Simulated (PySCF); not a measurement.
C2H6Se2, SMILES C[Se][Se]C. The structure is a stationary point at r2SCAN-D4/def2-SVP. One conformer was computed; it need not be the lowest.

Computed with r2SCAN-D4/def2-SVP (PySCF).

Harmonic wavenumbers (cm⁻¹): 81, 123, 133, 168, 183, 290, 579, 580, 893, 898, 900, 908, 1271, 1278, 1423, 1427, 1439, 1443, 3046, 3047, 3168, 3168, 3188, 3188. Rotational constants (GHz): 5.175, 1.459, 1.406; symmetry number 2.

Work out the zero-point energy and the ideal-gas rigid-rotor harmonic-oscillator thermochemistry at 298.15 K and 1 atm.

ZPE = ½ Σ hcν = ½ × 32821 cm⁻¹ = 46.92 kcal/mol. H − E(el) = 52.04 kcal/mol. Entropy in cal/(mol K): translation 41.60, rotation 26.43, vibration 17.72, total 85.75. G − E(el) = 26.47 kcal/mol. Cp = 24.05 cal/(mol K). Modes under 150 cm⁻¹ make the vibrational entropy uncertain.
